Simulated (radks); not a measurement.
Q: In+, 48 electrons, occupied as [Ar] 3d10 4s2 4p5 4d10 5s2 5p1 (not the ground configuration). Method: Dirac Kohn-Sham, XLYP, spin-unpolarised, spherical densities, point nucleus; open shells are shared between the two j in proportion to 2j + 1; computed with a radial shooting solver on a logarithmic mesh with Libxc functionals.

Spin-orbit splittings of the eigenvalues, e(l+1/2) - e(l-1/2), with zeta = 2 splitting/(2l+1) and mean radii in bohr:

shell  occ.  splitting (eV)  zeta (eV)  <r> j=l-1/2  <r> j=l+1/2
2p        6           211.1      140.7       0.1084       0.1137
3p        6           38.13      25.42       0.3394       0.3505
3d       10           7.813      3.125       0.3222       0.3257
4p        5           6.833      4.556       0.8920       0.9212
4d       10          0.9353     0.3741        1.123        1.137
5p        1               ?          ?        2.888        2.995

Estimate the 5p splitting.

A: 0.5372 eV (zeta = 0.3581 eV).
